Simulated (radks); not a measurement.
Problem. The antimony ion Sb30+, 21 electrons, occupied as [Ar] 3d3. Method: Dirac Kohn-Sham, PBE, spin-unpolarised, spherical densities, finite nucleus; open shells fill j = l - 1/2 first; Fermi nuclear charge, rms radius 4.6802 fm; computed with a radial shooting solver on a logarithmic mesh with Libxc functionals. Some entries of the table are withheld. Estimate them.

orbital  occ.  eigenvalue (hartree)  <r> (bohr)
1s1/2       2             -1164.265     0.02842
2s1/2       2             -219.6780         (1)
2p1/2       2                   (2)      0.1026
2p3/2       4                   (3)      0.1079
3s1/2       2             -76.50666      0.3081
3p1/2       2             -72.46153         (4)
3p3/2       4             -70.38724         (5)
3d3/2       3             -63.91293         (6)
3d5/2       0             -63.44403         (7)

Solution. 
(1) 2s1/2 <r> (bohr): 0.1214
(2) 2p1/2 eigenvalue (hartree): -209.1446
(3) 2p3/2 eigenvalue (hartree): -199.7877
(4) 3p1/2 <r> (bohr): 0.2954
(5) 3p3/2 <r> (bohr): 0.3043
(6) 3d3/2 <r> (bohr): 0.2685
(7) 3d5/2 <r> (bohr): 0.2713
